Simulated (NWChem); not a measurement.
Program: NWChem. System: I2Pb, charge 0, spin multiplicity 1, at a geometry optimised with PBE0/def2-SVP with def2 effective core potentials on I, Pb. The structure started from a generated list of species. Level: BHandHLYP/def2-SVPD with def2 effective core potentials on I, Pb.

Job file:

```
start mol
memory heap 200 mb stack 900 mb global 1100 mb
geometry units angstroms nocenter noautoz
  Pb     0.000000     0.000000    -1.006751
  I     -2.193554     0.000000     0.778807
  I      2.193554     0.000000     0.778807
  symmetry group C2v
end
basis spherical
  * library def2-svpd
end
ecp
  I library def2-ecp
  Pb library def2-ecp
end
dft
  xc bhlyp
  semidirect memsize 60000000 filesize 0
  iterations 100
end
task dft energy
```

Part of the output:

```
             Northwest Computational Chemistry Package (NWChem) 7.3.0
             --------------------------------------------------------

                                NWChem Input Module
                                -------------------

 Scaling coordinates for geometry "geometry" by  1.889725989
 (inverse scale =  0.529177249)

 Turning off AUTOSYM since
 SYMMETRY directive was detected!

                             Geometry "geometry" -> ""
                             -------------------------

 Output coordinates in angstroms (scale by  1.889725989 to convert to a.u.)

  No.       Tag          Charge          X              Y              Z
 ---- ---------------- ---------- -------------- -------------- --------------
    1 Pb                  82.0000     0.00000000     0.00000000    -1.00675100
    2 I                   53.0000    -2.19355400     0.00000000     0.77880700
    3 I                   53.0000     2.19355400     0.00000000     0.77880700

 Effective nuclear repulsion energy (a.u.)    1965.0420721024

            Nuclear Dipole moment (a.u.)
            ----------------------------
        X                 Y               Z
 ---------------- ---------------- ----------------
     0.0000000000     0.0000000000    -0.0000755890

      Symmetry information
      --------------------

 Group name             C2v
 Group number             16
 Group order               4
 No. of unique centers     2

      Symmetry unique atoms

     1    2


 Summary of "ao basis" -> "" (spherical)
 ------------------------------------------------------------------------------
       Tag                 Description            Shells   Functions and Types
 ---------------- ------------------------------  ------  ---------------------
 *                         def2-svpd                  on all atoms

                                 NWChem DFT Module
                                 -----------------

 Summary of "ao basis" -> "ao basis" (spherical)
 ------------------------------------------------------------------------------
       Tag                 Description            Shells   Functions and Types
 ---------------- ------------------------------  ------  ---------------------
 Pb                        def2-svpd                12       32   5s4p3d
 I                         def2-svpd                13       35   5s5p3d

 Summary of "ao basis" -> "ao basis" (spherical)
 ------------------------------------------------------------------------------
       Tag                 Description            Shells   Functions and Types
 ---------------- ------------------------------  ------  ---------------------
 Pb                        def2-svpd                12       32   5s4p3d
 I                         def2-svpd                13       35   5s5p3d

      Symmetry analysis of basis
      --------------------------

        a1         39
        a2         14
        b1         31
        b2         18

            General Information
            -------------------
          SCF calculation type: DFT
          Wavefunction type:  closed shell.
          No. of atoms     :     3
          No. of electrons :    72
           Alpha electrons :    36
            Beta electrons :    36
          Charge           :     0
          Spin multiplicity:     1
          Use of symmetry is: on ; symmetry adaption is: on
          Maximum number of iterations: 100
          AO basis - number of functions:   102
                     number of shells:    38
          Convergence on energy requested:  1.00D-06
          Convergence on density requested:  1.00D-05
          Convergence on gradient requested:  5.00D-04

              XC Information
              --------------
                        BHLYP Method XC Functional
                     Hartree-Fock (Exact) Exchange  0.500
                        Slater Exchange Functional  0.500 local
                    Becke 1988 Exchange Functional  0.500 non-local
              Lee-Yang-Parr Correlation Functional  1.000

             Grid Information
             ----------------
          Grid used for XC integration:  medium
          Radial quadrature: Mura-Knowles
          Angular quadrature: Lebedev.
          Tag              B.-S. Rad. Rad. Pts. Rad. Cut. Ang. Pts.
          ---              ---------- --------- --------- ---------
          Pb                  1.80      123          14.0       590
          I                   1.40      123          16.0       590
          Grid pruning is: on
          Number of quadrature shells:   246
          Spatial weights used:  Erf1

          Convergence Information
          -----------------------
          Convergence aids based upon iterative change in
          total energy or number of iterations.
          Levelshifting, if invoked, occurs when the
          HOMO/LUMO gap drops below (HL_TOL):  1.00D-02
          DIIS, if invoked, will attempt to extrapolate
          using up to (NFOCK): 10 stored Fock matrices.

                    Damping( 0%)  Levelshifting(0.5)       DIIS
                  --------------- ------------------- ---------------
          dE  on:    start            ASAP                start
          dE off:    2 iters        100 iters           100 iters

      Screening Tolerance Information
      -------------------------------
          Density screening/tol_rho:  1.00D-10
          AO Gaussian exp screening on grid/accAOfunc:  14
          CD Gaussian exp screening on grid/accCDfunc:  20
          XC Gaussian exp screening on grid/accXCfunc:  20
          Schwarz screening/accCoul:  1.00D-08

      Superposition of Atomic Density Guess
      -------------------------------------

 Sum of atomic energies:        -913.61314294

      Non-variational initial energy
      ------------------------------

 Total energy =    -785.206704
 1-e energy   =   -1932.541986
 2-e energy   =     866.144189
 HOMO         =      -0.291205
 LUMO         =      -0.055249

      Symmetry analysis of molecular orbitals - initial
      -------------------------------------------------

  Numbering of irreducible representations:

     1 a1          2 a2          3 b1          4 b2

  Orbital symmetries:

     1 a1          2 b1          3 a1          4 a1          5 b1
     6 a1          7 b2          8 b1          9 a2         10 b1
    11 a1         12 b2         13 a1         14 b1         15 a1
    16 b2         17 a2         18 b1         19 a1         20 b2
    21 a2         22 b1         23 b1         24 a1         25 a1
    26 a2         27 b2         28 a1         29 b1         30 a1
    31 b1         32 a1         33 b2         34 a2         35 b1
    36 a1         37 b2         38 a1         39 b1         40 a1
    41 b1         42 b2         43 a1         44 b1         45 a2
    46 a1

------------------------------------------------------------
EAF file 0: "./mol.aoints.0" size=524288 bytes
------------------------------------------------------------
               write      read    awrite     aread      wait
               -----      ----    ------     -----      ----
     calls:        1         0         0         0         0
   data(b): 5.24e+05  0.00e+00  0.00e+00  0.00e+00
   time(s): 0.00e+00  0.00e+00  0.00e+00  0.00e+00  0.00e+00
rate(mb/s): 0.00e+00  0.00e+00
------------------------------------------------------------

   convergence    iter        energy       DeltaE   RMS-Dens  Diis-err    time
 ---------------- ----- ----------------- --------- --------- ---------  ------
 d= 0,ls=0.0,diis     1   -788.1091055737 -1.07D+03  3.04D-02  2.72D-01     1.2
 d= 0,ls=0.0,diis     2   -788.0806541955  2.85D-02  7.69D-03  4.78D-01     1.3
 d= 0,ls=0.0,diis     3   -788.1781323099 -9.75D-02  1.36D-03  1.07D-03     1.5
 d= 0,ls=0.0,diis     4   -788.1783543430 -2.22D-04  2.14D-04  2.20D-04     1.6
 d= 0,ls=0.0,diis     5   -788.1783884607 -3.41D-05  7.57D-05  4.89D-06     1.7
  Resetting Diis
 d= 0,ls=0.0,diis     6   -788.1783918694 -3.41D-06  1.85D-05  7.38D-07     1.9
 d= 0,ls=0.0,diis     7   -788.1783922286 -3.59D-07  8.25D-06  8.96D-08     2.0

         Total DFT energy =     -788.178392228622
      One electron energy =    -1933.899493515536
           Coulomb energy =      924.882660146819
    Exchange-Corr. energy =      -60.352651566872
 Nuclear repulsion energy =      281.191092706967

 Numeric. integr. density =       71.999999879839

     Total iterative time =      1.6s

                  Occupations of the irreducible representations
                  ----------------------------------------------

                     irrep           alpha         beta
                     --------     --------     --------
                     a1               14.0         14.0
                     a2                5.0          5.0
                     b1               11.0         11.0
                     b2                6.0          6.0

                       DFT Final Molecular Orbital Analysis
                       ------------------------------------

 Vector   34  Occ=2.000000D+00  E=-3.072499D-01  Symmetry=a2
              MO Center= -1.2D-13, -5.6D-16,  7.3D-01, r^2= 6.8D+00
   Bfn.  Coefficient  Atom+Function         Bfn.  Coefficient  Atom+Function
  ----- ------------  ---------------      ----- ------------  ---------------
    45      0.425174  2 I  py                80     -0.425174  3 I  py
    48      0.382992  2 I  py                83     -0.382992  3 I  py
    42     -0.173111  2 I  py                77      0.173111  3 I  py
    39     -0.140618  2 I  py                74      0.140618  3 I  py
    18      0.058975  1 Pb d -2              51      0.038860  2 I  py

 Vector   35  Occ=2.000000D+00  E=-2.992385D-01  Symmetry=b1
              MO Center=  1.0D-13, -3.1D-16,  7.2D-01, r^2= 7.0D+00
   Bfn.  Coefficient  Atom+Function         Bfn.  Coefficient  Atom+Function
  ----- ------------  ---------------      ----- ------------  ---------------
    44      0.359193  2 I  px                79      0.359193  3 I  px
    47      0.323396  2 I  px                82      0.323396  3 I  px
    46      0.249972  2 I  pz                81     -0.249972  3 I  pz
    49      0.222549  2 I  pz                84     -0.222549  3 I  pz
    41     -0.145771  2 I  px                76     -0.145771  3 I  px

 Vector   36  Occ=2.000000D+00  E=-2.987827D-01  Symmetry=a1
              MO Center= -1.2D-13,  3.7D-16,  4.2D-01, r^2= 6.9D+00
   Bfn.  Coefficient  Atom+Function         Bfn.  Coefficient  Atom+Function
  ----- ------------  ---------------      ----- ------------  ---------------
    46      0.402057  2 I  pz                81      0.402057  3 I  pz
    49      0.366596  2 I  pz                84      0.366596  3 I  pz
     3      0.277799  1 Pb s                 14     -0.204755  1 Pb pz
     4      0.196829  1 Pb s                  1     -0.180222  1 Pb s
    43     -0.163269  2 I  pz                78     -0.163269  3 I  pz

 Vector   37  Occ=0.000000D+00  E=-1.004931D-01  Symmetry=b2
              MO Center=  2.0D-14, -3.2D-15, -8.5D-01, r^2= 4.7D+00
   Bfn.  Coefficient  Atom+Function         Bfn.  Coefficient  Atom+Function
  ----- ------------  ---------------      ----- ------------  ---------------
    16      0.567115  1 Pb py                13      0.540504  1 Pb py
    48     -0.195263  2 I  py                83     -0.195263  3 I  py
    10     -0.187218  1 Pb py                 7     -0.182213  1 Pb py
    45     -0.167212  2 I  py                80     -0.167212  3 I  py
    42      0.067533  2 I  py                77      0.067533  3 I  py

 Vector   38  Occ=0.000000D+00  E=-4.572117D-02  Symmetry=a1
              MO Center=  4.4D-14, -6.8D-16, -9.7D-01, r^2= 7.9D+00
   Bfn.  Coefficient  Atom+Function         Bfn.  Coefficient  Atom+Function
  ----- ------------  ---------------      ----- ------------  ---------------
     5      0.633893  1 Pb s                  4     -0.503969  1 Pb s
    17     -0.479119  1 Pb pz                14     -0.448030  1 Pb pz
     3     -0.329100  1 Pb s                 47      0.249311  2 I  px
    82     -0.249311  3 I  px                44      0.203936  2 I  px
    79     -0.203936  3 I  px                 1      0.201774  1 Pb s

 Vector   39  Occ=0.000000D+00  E=-2.571979D-02  Symmetry=b1
              MO Center=  2.2D-14, -6.8D-16, -7.1D-01, r^2= 8.1D+00
   Bfn.  Coefficient  Atom+Function         Bfn.  Coefficient  Atom+Function
  ----- ------------  ---------------      ----- ------------  ---------------
    15      0.538067  1 Pb px                12      0.485112  1 Pb px
    31      0.260726  1 Pb d  1              49     -0.241194  2 I  pz
    84      0.241194  3 I  pz                36      0.192549  2 I  s
    71     -0.192549  3 I  s                 37     -0.184117  2 I  s
    72      0.184117  3 I  s                 46     -0.181360  2 I  pz

 center of mass
 --------------
 x =   0.00000000 y =   0.00000000 z =  -0.04795674

 moments of inertia (a.u.)
 ------------------
        1301.428706181665           0.000000000000           0.000000000000
           0.000000000000        5662.441076134852           0.000000000000
           0.000000000000           0.000000000000        4361.012369953186

     Multipole analysis of the density
     ---------------------------------

     L   x y z        total         alpha         beta         nuclear
     -   - - -        -----         -----         ----         -------
     0   0 0 0     -0.000000    -36.000000    -36.000000     72.000000

     1   1 0 0     -0.000000     -0.000000     -0.000000      0.000000
     1   0 1 0     -0.000000     -0.000000     -0.000000      0.000000
     1   0 0 1     -1.571777    -16.651866    -16.651866     31.731954

     2   2 0 0    -68.085350   -463.613067   -463.613067    859.140785
     2   1 1 0      0.000000      0.000000      0.000000      0.000000
     2   1 0 1      0.000000      0.000000      0.000000      0.000000
     2   0 2 0    -59.808679    -29.904339    -29.904339      0.000000
     2   0 1 1      0.000000      0.000000      0.000000      0.000000
     2   0 0 2    -58.808369   -123.367928   -123.367928    187.927487

 Task  times  cpu:        2.0s     wall:        2.0s

 Total times  cpu:        2.0s     wall:        2.0s
```
